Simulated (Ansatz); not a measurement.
Input for Ansatz (a first-principles code): R-r2SCAN/def2-TZVPP on H4Si2 (SMILES [SiH][SiH3]), atoms moved off the minimum.

Ansatz 0.2 input:
```yaml
crystal:
  periodic: [false, false, false]
  atoms:
    - {symbol: Si, position_ang: [0.05148909, 1.13280077, 0.77620712]}
    - {symbol: H, position_ang: [-0.37807939, 1.95604333, -0.52598484]}
    - {symbol: Si, position_ang: [0.03288270, -0.92092844, -0.58139195]}
    - {symbol: H, position_ang: [1.00183615, -0.68890029, -1.72128354]}
    - {symbol: H, position_ang: [-1.32707357, -1.11651038, -1.28216741]}
    - {symbol: H, position_ang: [0.37062722, -2.22218238, -0.04690261]}
basis:
  gaussian:
    orbitals: def2-TZVPP
hamiltonian:
  xc: {name: r2SCAN}
scf: {lower_state_search: off}
output: {forces: true}
```

It printed:

```
WARN ansatz: RAYON_NUM_THREADS=4 ignored (pool sized by the plan → 4); use --threads N
Functional definition: r2SCAN
these checks for a lower state are left out or cut short: stability, starts, cluster_reference, orbital_swaps, neighbouring_geometries, increment
integrals: 0.05 GiB planned
812 factors; their error is unknown
mean field: 0.42 GiB planned
mean field evaluation 1: about -15815.6894 eV, gradient 1.6e1 eV
mean field evaluation 2: about -15815.4773 eV, gradient 1.7e1 eV
mean field evaluation 4: about -15816.7777 eV, gradient 6.8e-1 eV
mean field evaluation 8: about -15816.7430 eV, gradient 1.7e-1 eV
mean field evaluation 16: about -15816.7430 eV, gradient 1.6e-4 eV
mean field -15816.74300577 eV, -581.2545844884 hartree, gradient 2.1e-6 eV, S^2 0.000000; 0 other end points of the search recorded, 0 dependent functions left out
the calculation of the forces begins
reference -15816.74301768 eV, -581.2545849262 hartree; 16, 16 occupied and 124, 124 virtual orbitals, 812 factors
Total energy: -15816.74301768 eV, -581.2545849262 hartree
Atom 0 at     0.051489     1.132801     0.776207 Å, force    -0.206069    -0.049478    -0.875049 eV/Å
Atom 1 at    -0.378079     1.956043    -0.525985 Å, force     0.237103    -0.618087     0.700229 eV/Å
Atom 2 at     0.032883    -0.920928    -0.581392 Å, force    -0.700149     1.017197    -1.076100 eV/Å
Atom 3 at     1.001836    -0.688900    -1.721284 Å, force    -0.140013     0.016334     0.268705 eV/Å
Atom 4 at    -1.327074    -1.116510    -1.282167 Å, force     0.590693     0.187688     0.407767 eV/Å
Atom 5 at     0.370627    -2.222182    -0.046903 Å, force     0.218434    -0.553654     0.574449 eV/Å
Dipole moment:     0.004073     0.047868     0.081277 e Å
Checks for a lower state left out: stability, starts, cluster_reference, orbital_swaps, neighbouring_geometries, increment
```

Self-consistency was reached.

Cost: roughly 4 core-seconds.
